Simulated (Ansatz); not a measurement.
AgCl, triplet, geometry from GFN2-xTB (such geometries of metal compounds can be far from the true shape) (the multiplicity is a formal guess) (core potentials on Ag); Ansatz (an electronic-structure program) with CAM-B3LYP/def2-SVP.

Input for Ansatz:
Ansatz 0.2 input:
```yaml
crystal:
  periodic: [false, false, false]
  atoms:
    - {symbol: Ag, position_ang: [-0.00000000, -0.00000000, -0.65923567]}
    - {symbol: Cl, position_ang: [0.00000000, 0.00000000, 1.82259273]}
basis:
  gaussian:
    orbitals: def2-SVP
hamiltonian:
  xc: cam_b3lyp
magnetization: {spin_polarized: true, initial_magnetization: 2}
accuracy: high
```

Task: What does Ansatz print? Leave out banner, timings and long lists.

Result: 
```
Functional definition: CAM-B3LYP
895 factors; integrals over basis functions are off by at most 3.4e-9 eV
247 factors; integrals over basis functions are off by at most 2.5e-9 eV
mean field evaluation 1: about -16512.6143 eV, gradient 1.9e1 eV
mean field evaluation 2: about -16506.6532 eV, gradient 4.3e1 eV
mean field evaluation 4: about -16514.6706 eV, gradient 7.9e-1 eV
mean field evaluation 8: about -16514.7294 eV, gradient 1.9e-1 eV
mean field evaluation 16: about -16514.7299 eV, gradient 1.3e-3 eV
mean field evaluation 32: about -16514.7191 eV, gradient 2.1e0 eV
mean field evaluation 64: about -16514.7435 eV, gradient 2.4e-1 eV
mean field -16514.75903676 eV, -606.9062004952 hartree, gradient 2.5e-8 eV, S^2 2.004586; 4 other end points of the search recorded, 0 dependent functions left out
reference -16514.75905034 eV, -606.9062009944 hartree; 19, 17 occupied and 30, 32 virtual orbitals, 895 factors
Total energy: -16514.75905034 eV, -606.9062009944 hartree
```
